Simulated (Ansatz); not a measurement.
Born–Oppenheimer molecular dynamics of H$_{4}$InNSi (7 atoms, charge 0, multiplicity 1). It starts at the highest image of a converged band. Of that band: Neighbouring images differ by up to 1.3 eV, so the band resolves the path poorly. A vibrational analysis at the climbing image gives one clearly imaginary mode, 1657i cm⁻¹: a first-order saddle point.

Theory: Ansatz 0.2.0, RKS B3LYP-D4/def2-SVP.

```
ensemble                      : NVE (velocity Verlet)
time step                     : 0.5 fs
steps asked                   : 200
starting velocities drawn for : 100 K
seed                          : 11961
```

First frame:

```xyz
7
Properties=species:S:1:pos:R:3
N -0.554 -0.696 0.035
Si 0.530 0.766 -0.197
In 0.169 -1.642 1.950
H -1.156 -1.100 -0.699
H -0.135 1.704 -1.161
H -0.644 0.449 0.884
H 1.851 0.451 -0.859
```

(1) What does the run give?

(2) What happens to the structure?

(3) How do temperature and energy run in time?

## Answers

(1) All steps were run.

* steps done: 200
* time covered: 100 fs
* mean temperature over the second half: 2155 K
* spread of the potential energy over the second half: 49.6 meV per atom
* mean potential energy of the second half above the start: -190.1 meV per atom

The conserved energy stayed within 1.7 meV per atom of its start (net change -0.76 meV per atom), so the integration is sound. The system heated up, since it started high on the potential surface and ran downhill. A run of 0.1 ps of so small a system gives no equilibrium averages. The orbitals stay closed-shell, which can raise the energy where a bond breaks towards radicals; this wasn't checked here.

(2) The step under study would form N1–H6 and break Si2–H6. These pairs go: N1–H6 1.43 → 1.05 Å, Si2–H6 1.63 → 2.84 Å. In the last frame they stand as after the step (other bonds may differ from the relaxed reactants and products). Also parted: N1–In3 2.25 → 2.89 Å. Also joined: Si2–In3 3.25 → 2.46 Å. It ends as one piece, H4InNSi. Pairs count as bonded within 1.25 times the sum of covalent radii (0.12 Å more for H–H). This is one draw of velocities; another would differ in detail.

(3) 
```tsv
time (fs)	T (K)	potential energy less start (eV)	conserved less start (meV/atom)
0.0	100	0.000	0.00
8.0	694	-0.382	0.21
16.0	1654	-1.003	0.15
24.0	2631	-1.646	-1.43
32.0	1403	-0.836	0.94
40.0	1866	-1.145	-0.53
48.0	1251	-0.742	0.25
56.0	2197	-1.358	-0.28
64.0	2748	-1.716	-0.58
72.0	3163	-1.992	-1.73
80.0	1768	-1.080	-0.28
88.0	1738	-1.057	0.29
96.0	1569	-0.950	-0.10
```

Run time: 8.8 min on 1 thread of Arm Neoverse V2, on a shared host, peak memory 0.16 GiB.
